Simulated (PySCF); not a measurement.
H₇NSi₂, charge +1, doublet, at a GFN2-xTB geometry (a state made from the parent by changing its charge; the spin is typed, not shown lowest); PBE/3-21G run with PySCF.

PySCF was given this input:
```python
from pyscf import gto, scf, dft

mol = gto.M(
    atom='''
Si    1.57720490   -0.21844012    0.33719565
N    -0.03462093   -0.41558879   -0.33441382
Si   -1.55864659    0.44121370   -0.15793536
H     2.43384184   -0.15398708   -0.86251371
H     1.53144398    0.95247478    1.19537894
H     1.82435616   -1.52111277    0.98754272
H    -0.10026846   -1.20362026   -0.96852287
H    -2.49882484   -0.62606735    0.23482359
H    -1.88220977    0.82663940   -1.54636792
H    -1.32580884    1.51596464    0.79091202
''',
    basis='3-21g',
    charge=1,
    spin=1,
    verbose=4,
    symmetry=True,
)

mf = dft.UKS(mol)
mf.xc = 'pbe'
mf.irrep_nelec = {'A': (12, 11), 'B': (9, 9)}
mf.kernel()
mf.analyze()
```

It wrote (shortened):

```
PySCF version 2.14.0

[INPUT] verbose = 4
[INPUT] num. atoms = 10
[INPUT] num. electrons = 41
[INPUT] charge = 1
[INPUT] spin (= nelec alpha-beta = 2S) = 1
[INPUT] symmetry True subgroup None
[INPUT] Mole.unit = angstrom
[INPUT] Symbol           X                Y                Z      unit          X                Y                Z       unit  Magmom
[INPUT]  1 Si     1.577204900000  -0.218440120000   0.337195650000 AA    2.980485303322  -0.412792001417   0.637207428895 Bohr   0.0
[INPUT]  2 N     -0.034620930000  -0.415588790000  -0.334413820000 AA   -0.065424075878  -0.785348993539  -0.631950532070 Bohr   0.0
[INPUT]  3 Si    -1.558646590000   0.441213700000  -0.157935360000 AA   -2.945415180087   0.833773055406  -0.298454575785 Bohr   0.0
[INPUT]  4 H      2.433841840000  -0.153987080000  -0.862513710000 AA    4.599294508107  -0.290993407921  -1.629914690583 Bohr   0.0
[INPUT]  5 H      1.531443980000   0.952474780000   1.195378940000 AA    2.894009697314   1.799916474755   2.258938811673 Bohr   0.0
[INPUT]  6 H      1.824356160000  -1.521112770000   0.987542720000 AA    3.447533496063  -2.874486539879   1.866185277108 Bohr   0.0
[INPUT]  7 H     -0.100268460000  -1.203620260000  -0.968522870000 AA   -0.189479928332  -2.274512649378  -1.830242969678 Bohr   0.0
[INPUT]  8 H     -2.498824840000  -0.626067350000   0.234823590000 AA   -4.722094580860  -1.183095827032   0.443752272687 Bohr   0.0
[INPUT]  9 H     -1.882209770000   0.826639400000  -1.546367920000 AA   -3.556860974281   1.562122069775  -2.922211856613 Bohr   0.0
[INPUT] 10 H     -1.325808840000   1.515964640000   0.790912020000 AA   -2.505415601127   2.864757984125   1.494607106427 Bohr   0.0

nuclear repulsion = 155.041637274416
point group symmetry = C2
symmetry origin: [-4.49934814e-09 -2.24967400e-09  4.04941315e-09]
symmetry axis x: [ 0.96697844 -0.20374902  0.1530981 ]
symmetry axis y: [-0.24649141 -0.59502328  0.76497665]
symmetry axis z: [0.06476631 0.7774533  0.62559707]
num. orbitals of irrep A = 26
num. orbitals of irrep B = 23
number of shells = 33
number of NR pGTOs = 90
number of NR cGTOs = 49
basis = 3-21g
ecp = {}

******** <class 'pyscf.dft.uks_symm.SymAdaptedUKS'> ********
method = SymAdaptedUKS
initial guess = minao
damping factor = 0
level_shift factor = 0
DIIS = <class 'pyscf.scf.diis.CDIIS'>
diis_start_cycle = 1
diis_space = 8
diis_damp = 0
SCF conv_tol = 1e-09
SCF conv_tol_grad = None
SCF max_cycles = 50
direct_scf = True
direct_scf_tol = 1e-13
number electrons alpha = 21  beta = 20
irrep_nelec {'A': (12, 11), 'B': (9, 9)}
XC library pyscf.dft.libxc version 7.1.2
    S. Lehtola, C. Steigemann, M. J. T. Oliveira, and M. A. L. Marques,  SoftwareX 7, 1–5 (2018)
XC functionals = pbe
    J. P. Perdew, K. Burke, and M. Ernzerhof,  Phys. Rev. Lett. 77, 3865 (1996)
    J. P. Perdew, K. Burke, and M. Ernzerhof,  Phys. Rev. Lett. 78, 1396 (1997)
    J. P. Perdew, K. Burke, and M. Ernzerhof,  Phys. Rev. Lett. 77, 3865 (1996)
    J. P. Perdew, K. Burke, and M. Ernzerhof,  Phys. Rev. Lett. 78, 1396 (1997)
radial grids:
    Treutler-Ahlrichs [JCP 102, 346 (1995); DOI:10.1063/1.469408] (M4) radial grids

becke partition: Becke, JCP 88, 2547 (1988); DOI:10.1063/1.454033
pruning grids: <function nwchem_prune>
grids dens level: 3
symmetrized grids: True
atomic radii adjust function: <function treutler_atomic_radii_adjust>
small_rho_cutoff = 0
Freeze 41 electrons in irreps ['A', 'B']
    0 free electrons in irreps
Set gradient conv threshold to 3.16228e-05
tot grids = 120920
init E= -633.708472674591

cycle= 1 E= -633.554891058479  delta_E= 0.154  |g|= 0.224  |ddm|= 2.82

cycle= 2 E= -632.821901011182  delta_E= 0.733  |g|= 0.944  |ddm|= 2.11

cycle= 3 E= -633.564240055905  delta_E= -0.742  |g|= 0.206  |ddm|= 1.47

cycle= 4 E= -633.592268680867  delta_E= -0.028  |g|= 0.0813  |ddm|= 0.392

cycle= 5 E= -633.597140882039  delta_E= -0.00487  |g|= 0.00872  |ddm|= 0.138

cycle= 6 E= -633.597175640613  delta_E= -3.48e-05  |g|= 0.00596  |ddm|= 0.0237

cycle= 7 E= -633.597198200132  delta_E= -2.26e-05  |g|= 0.00381  |ddm|= 0.0127

cycle= 8 E= -633.597215048923  delta_E= -1.68e-05  |g|= 0.000692  |ddm|= 0.00714

cycle= 9 E= -633.597216949017  delta_E= -1.9e-06  |g|= 0.000926  |ddm|= 0.00388

cycle= 10 E= -633.597217772863  delta_E= -8.24e-07  |g|= 0.000242  |ddm|= 0.00221

cycle= 11 E= -633.597218387628  delta_E= -6.15e-07  |g|= 3.57e-05  |ddm|= 0.00304

cycle= 12 E= -633.597218396457  delta_E= -8.83e-09  |g|= 9.98e-06  |ddm|= 0.000345

cycle= 13 E= -633.597218396644  delta_E= -1.86e-10  |g|= 5.44e-06  |ddm|= 4.2e-05

Extra cycle  E= -633.597218396371  delta_E= 2.73e-10  |g|= 2.21e-05  |ddm|= 2.73e-05
converged SCF energy = -633.597218396371  <S^2> = 0.75591462  2S+1 = 2.0059059
**** SCF Summaries ****
Total Energy =                        -633.597218396370749
Nuclear Repulsion Energy =             155.041637274415763
One-electron Energy =                -1175.170797778194810
Two-electron Energy =                  386.531942107408327
Two-electron Coulomb Energy =          436.949911497843402
DFT Exchange-Correlation Energy =      -50.417969390435061
Wave-function symmetry = A
alpha occupancy for each irrep:      A    B
                                    12    9
beta  occupancy for each irrep:      A    B
                                    11    9
**** MO energy ****
alpha MO #1 (B #1), energy= -65.1693286730708 occ= 1
alpha MO #2 (A #1), energy= -65.1693239638746 occ= 1
alpha MO #3 (A #2), energy= -14.2476264412718 occ= 1
alpha MO #4 (B #2), energy= -5.25199280113368 occ= 1
alpha MO #5 (A #3), energy= -5.25165765771139 occ= 1
alpha MO #6 (A #4), energy= -3.6647073796713 occ= 1
alpha MO #7 (B #3), energy= -3.66450581228219 occ= 1
alpha MO #8 (A #5), energy= -3.66431532993551 occ= 1
alpha MO #9 (B #4), energy= -3.66421019581152 occ= 1
alpha MO #10 (A #6), energy= -3.66102004358456 occ= 1
alpha MO #11 (B #5), energy= -3.66097987348582 occ= 1
alpha MO #12 (A #7), energy= -1.06880284619311 occ= 1
alpha MO #13 (B #6), energy= -0.764871668037779 occ= 1
alpha MO #14 (A #8), energy= -0.736787141231541 occ= 1
alpha MO #15 (A #9), energy= -0.652888714224396 occ= 1
alpha MO #16 (B #7), energy= -0.598527032214325 occ= 1
alpha MO #17 (B #8), energy= -0.590492671319166 occ= 1
alpha MO #18 (A #10), energy= -0.545171758435805 occ= 1
alpha MO #19 (A #11), energy= -0.528863196415793 occ= 1
alpha MO #20 (B #9), energy= -0.526019296995 occ= 1
alpha MO #21 (A #12), energy= -0.237584674213366 occ= 1
alpha MO #22 (B #10), energy= -0.489753626712461 occ= 0
alpha MO #23 (B #11), energy= -0.184049908968339 occ= 0
alpha MO #24 (B #12), energy= -0.151329472847975 occ= 0
alpha MO #25 (A #13), energy= -0.128901204552262 occ= 0
alpha MO #26 (B #13), energy= -0.128893140843536 occ= 0
alpha MO #27 (A #14), energy= -0.126546205031918 occ= 0
alpha MO #28 (A #15), energy= -0.117237564342252 occ= 0
alpha MO #29 (A #16), energy= -0.0960852477114398 occ= 0
alpha MO #30 (B #14), energy= -0.0672872574135934 occ= 0
alpha MO #31 (B #15), energy= 0.0637271256144072 occ= 0
alpha MO #32 (A #17), energy= 0.0717360577005348 occ= 0
alpha MO #33 (B #16), energy= 0.0820140722904896 occ= 0
alpha MO #34 (A #18), energy= 0.102324548006562 occ= 0
alpha MO #35 (A #19), energy= 0.114161334422001 occ= 0
alpha MO #36 (B #17), energy= 0.150142056645782 occ= 0
alpha MO #37 (A #20), energy= 0.153775807345971 occ= 0
alpha MO #38 (B #18), energy= 0.222646377977439 occ= 0
alpha MO #39 (B #19), energy= 0.738817434359994 occ= 0
alpha MO #40 (A #21), energy= 0.744769363968001 occ= 0
alpha MO #41 (A #22), energy= 0.791803687389444 occ= 0
alpha MO #42 (B #20), energy= 0.814588465844111 occ= 0
alpha MO #43 (A #23), energy= 0.815360608996708 occ= 0
alpha MO #44 (B #21), energy= 0.820943268030517 occ= 0
alpha MO #45 (A #24), energy= 0.844287154042309 occ= 0
alpha MO #46 (B #22), energy= 0.888337568676113 occ= 0
alpha MO #47 (A #25), energy= 0.98189153815078 occ= 0
alpha MO #48 (B #23), energy= 1.04136162543282 occ= 0
alpha MO #49 (A #26), energy= 1.89746735067141 occ= 0
beta  MO #1 (B #1), energy= -65.1685195024501 occ= 1
beta  MO #2 (A #1), energy= -65.1685147697491 occ= 1
beta  MO #3 (A #2), energy= -14.2419742509599 occ= 1
beta  MO #4 (B #2), energy= -5.25095260840375 occ= 1
beta  MO #5 (A #3), energy= -5.25061640142834 occ= 1
beta  MO #6 (A #4), energy= -3.66375189468369 occ= 1
beta  MO #7 (B #3), energy= -3.66364740616573 occ= 1
beta  MO #8 (A #5), energy= -3.66225966192631 occ= 1
beta  MO #9 (B #4), energy= -3.6619888114709 occ= 1
beta  MO #10 (B #5), energy= -3.66023198156057 occ= 1
beta  MO #11 (A #6), energy= -3.66020347812518 occ= 1
beta  MO #12 (A #7), energy= -1.0590746487114 occ= 1
beta  MO #13 (B #6), energy= -0.757698395714029 occ= 1
beta  MO #14 (A #8), energy= -0.728885707504776 occ= 1
beta  MO #15 (A #9), energy= -0.645122578463518 occ= 1
beta  MO #16 (B #7), energy= -0.589815939918996 occ= 1
beta  MO #17 (B #8), energy= -0.582484625553083 occ= 1
beta  MO #18 (A #10), energy= -0.54420959645057 occ= 1
beta  MO #19 (A #11), energy= -0.525184395839602 occ= 1
beta  MO #20 (B #9), energy= -0.523499277635569 occ= 1
beta  MO #21 (B #10), energy= -0.482885580071026 occ= 0
beta  MO #22 (A #12), energy= -0.214028197549495 occ= 0
beta  MO #23 (B #11), energy= -0.160620228442229 occ= 0
beta  MO #24 (B #12), energy= -0.144639060168982 occ= 0
beta  MO #25 (A #13), energy= -0.125062461135223 occ= 0
beta  MO #26 (B #13), energy= -0.123558054292409 occ= 0
beta  MO #27 (A #14), energy= -0.117262516288725 occ= 0
beta  MO #28 (A #15), energy= -0.10742202892692 occ= 0
beta  MO #29 (A #16), energy= -0.0883900529422408 occ= 0
beta  MO #30 (B #14), energy= -0.0626007709979897 occ= 0
beta  MO #31 (B #15), energy= 0.067968653547856 occ= 0
beta  MO #32 (A #17), energy= 0.0832687270713905 occ= 0
beta  MO #33 (B #16), energy= 0.0890473640534403 occ= 0
beta  MO #34 (A #18), energy= 0.110723679094028 occ= 0
beta  MO #35 (A #19), energy= 0.117692615299255 occ= 0
beta  MO #36 (B #17), energy= 0.162800515343557 occ= 0
beta  MO #37 (A #20), energy= 0.168880386205357 occ= 0
beta  MO #38 (B #18), energy= 0.232975105066506 occ= 0
beta  MO #39 (B #19), energy= 0.748195375253428 occ= 0
beta  MO #40 (A #21), energy= 0.752942973793322 occ= 0
beta  MO #41 (A #22), energy= 0.793089092419634 occ= 0
beta  MO #42 (B #20), energy= 0.814257818988938 occ= 0
beta  MO #43 (A #23), energy= 0.817011606208359 occ= 0
beta  MO #44 (B #21), energy= 0.824667354956662 occ= 0
beta  MO #45 (A #24), energy= 0.843086660633266 occ= 0
beta  MO #46 (B #22), energy= 0.888933943568279 occ= 0
beta  MO #47 (A #25), energy= 0.987096452476978 occ= 0
beta  MO #48 (B #23), energy= 1.04816353691576 occ= 0
beta  MO #49 (A #26), energy= 1.90864290127709 occ= 0
 ** Mulliken pop alpha/beta on meta-lowdin orthogonal AOs **
 ** Mulliken pop       alpha | beta **
In total            21.00000 | 20.00000
 ** Mulliken atomic charges   ( Nelec_alpha | Nelec_beta ) **
charge of  0Si =      0.32868  (     7.02809      6.64323 )
charge of  1N =     -0.32693  (     3.79384      3.53309 )
charge of  2Si =      0.32868  (     7.02809      6.64323 )
charge of  3H =      0.09580  (     0.44411      0.46009 )
charge of  4H =      0.01121  (     0.49201      0.49678 )
charge of  5H =      0.10073  (     0.44120      0.45807 )
charge of  6H =      0.25409  (     0.39535      0.35056 )
charge of  7H =      0.09580  (     0.44411      0.46009 )
charge of  8H =      0.10073  (     0.44120      0.45807 )
charge of  9H =      0.01121  (     0.49201      0.49678 )

WARN: System has nonzero charge 1; the dipole moment is origin-dependent.
Location of origin: [0. 0. 0.]

Dipole moment(X, Y, Z, Debye): -0.14001, -1.68067, -1.35239
```
